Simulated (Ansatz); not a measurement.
Basis-set extrapolation for `CCC(C)C(C)=O` (PBE0-D4/def2-TZVP geometry, frozen core, Ansatz 0.2.0). Multiplicity 1, RHF reference.

|  | def2-TZVPP | def2-QZVPP |
| --- | --- | --- |
| HF | -309.185376 | -309.199707 |
| MP2 correlation | -1.264796 | -1.347653 |
| CCSD(T) correlation | -1.379052 | not run |

Energies in hartree. Use E(X) = E(∞) + A·exp(−7.88·√X) for Hartree–Fock and E(X) = E(∞) + B·X^(−2.97) for correlation, with X = 3 and 4, and add CCSD(T) minus MP2 of the smaller set to the MP2 limit.

**Question.** What is the CCSD(T) energy at the basis-set limit?

**Answer.** HF limit: -309.199707 + (-0.014331) × 0.13774 = -309.20168. MP2 limit: -1.347653 + (-0.082857) × 0.74074 = -1.40903. Higher-order term: -1.379052 − (-1.264796) = -0.11426. Total: -310.72497 hartree, 421.5 kJ/mol below CCSD(T)/def2-TZVPP.
